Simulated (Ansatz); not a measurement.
`C[S][Al]([F])[Cl]` + `C[O][GeH]([F])[F]` → `C[O][Al]([F])[Cl]` + `C[S][GeH]([F])[F]`  (redistribution)

Calculated with Ansatz (gas phase, PBE0-D4/def2-TZVP geometries, no zero-point term in ΔE). CCSD(T)/CBS adds triple-zeta CCSD(T) − MP2 to the extrapolated MP2 energy (def2 sets, frozen cores). DFT in def2-TZVPP. B3LYP here is the variant with VWN-RPA as its local correlation; programs differ in this. For Ge outer-core shells are correlated without core-valence functions, which leaves a few kJ/mol of doubt a bond. Scalar relativity is left out up to krypton. One conformer a species, not always the lowest.

| level | ΔE (kJ/mol) | difference from CCSD(T)/CBS |
| --- | --- | --- |
| LDA (SPW92) | -26.3 | -1.5 |
| PBE-D4 | -26.7 | -1.9 |
| BLYP-D4 | -31.4 | -6.6 |
| PBE0-D4 | -26.3 | -1.5 |
| CAM-B3LYP-D4 | -29.1 | -4.3 |
| r2SCAN | -26.6 | -1.8 |
| B3LYP | -30.4 | -5.6 |
| BHLYP | -28.9 | -4.1 |
| CAM-B3LYP | -28.8 | -4.0 |
| HF/def2-SVP | -21.0 | 3.8 |
| MP2/def2-SVP | -18.3 | 6.5 |
| CCSD/def2-SVP | -19.3 | 5.5 |
| MP2/def2-TZVPP | -24.7 | 0.1 |
| HF/def2-QZVPP | -24.4 | 0.4 |
| MP2/CBS(def2) | -26.1 | -1.3 |
| CCSD/CBS(def2) | -26.0 | -1.2 |
| CCSD(T)/CBS | -24.8 | 0 |

Largest T1 diagnostic among the species: 0.012.

Leaving LDA and LC-ωPBE aside and taking each functional with its dispersion term where it has one, the values, not all of them listed here, spread over 7.0 kJ/mol, from BLYP-D4 to ωB97X-V. At CCSD(T), def2-SVP lies +6.7 kJ/mol from the extrapolated value and def2-TZVPP +1.4 kJ/mol.
